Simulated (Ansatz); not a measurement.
Gas-phase electronic energies from Ansatz, PBE0-D4/def2-TZVP geometries. CBS: MP2 limit from def2 TZ/QZ plus the TZ coupled-cluster correction, frozen cores. Functionals use def2-TZVPP. def2 core potentials past Kr. For Ge, Sb outer-core shells are correlated without core-valence functions, which leaves a few kJ/mol of doubt a bond. Scalar relativity is left out up to krypton. One conformer a species, not always the lowest.

Consider the redistribution: `N[SiH](O)[SbH2]` + `C#[C][GeH2][Cl]` → `N[SiH](O)Cl` + `C#[C][GeH2][SbH2]`.

(1) Is it downhill or uphill in electronic energy at CCSD(T)/CBS, and by how much? (Estimate.)

(2) What do these levels give: BLYP-D4, r2SCAN-D4, B97M-V, BHLYP-D4, BLYP, CAM-B3LYP, CCSD/def2-TZVPP, CCSD(T)/def2-TZVPP, HF/def2-QZVPP, SCS-MP2/def2-QZVPP, HF/CBS(def2), CCSD/CBS(def2)? (Estimate.)

Largest T1 diagnostic among the species: 0.013.

## Answers

(1) The calculation gave: Downhill: ΔE = -17.1 kcal/mol.

(2) The calculation gave: BLYP-D4 -16.1, r2SCAN-D4 -17.0, B97M-V -15.7, BHLYP-D4 -17.0, BLYP -16.0, CAM-B3LYP -16.8, CCSD/def2-TZVPP -16.4, CCSD(T)/def2-TZVPP -16.4, HF/def2-QZVPP -16.2, SCS-MP2/def2-QZVPP -16.7, HF/CBS(def2) -16.2, CCSD/CBS(def2) -17.1 kcal/mol.

From BLYP to BHLYP (50 % exact exchange), in def2-TZVPP and without D4, ΔE moves by −0.9 kcal/mol. Leaving LDA and LC-ωPBE aside and taking each functional with its dispersion term where it has one, the values, not all of them listed here, spread over 1.8 kcal/mol, from r2SCAN0-D4 to revPBE-D4. LDA lies −1.3 kcal/mol from PBE without D4.
